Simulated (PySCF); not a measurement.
C3H3, SMILES [C]#CC, multiplicity 2.

Coordinates come from a ωB97X-D3(BJ)/def2-TZVP optimisation. The isomer is the one that the SMILES or the coordinates give; other isomers of the formula were not compared.

Two levels are set side by side: PBE/def2-TZVPD (PySCF) and PBE0/def2-TZVPD (PySCF). Same geometry, gas phase. Differences are taken from unrounded values.

```json
[
 {"quantity": "α-spin orbital gap (eV)", "PBE0": "7.98"},
 {"quantity": "β-spin orbital gap (eV)", "PBE0": "3.15"},
 {"quantity": "dipole moment (D)", "PBE0": "3.54"},
 {"quantity": "mean polarisability (bohr³)", "PBE0": "48.7"}
]
```

Question: What does PBE give, and how far is it from PBE0? (An estimate is asked for; the answer gives what the named calculation found.)

Answer: 
```csv
quantity,PBE,PBE minus PBE0
α-spin orbital gap (eV),5.89,-2.09
β-spin orbital gap (eV),0.67,-2.48
dipole moment (D),3.14,-0.40
mean polarisability (bohr³),49.2,0.5
```

Rough cost on one machine, each run with all the roots and properties that it gave: PBE0 against PBE within a factor of 2.
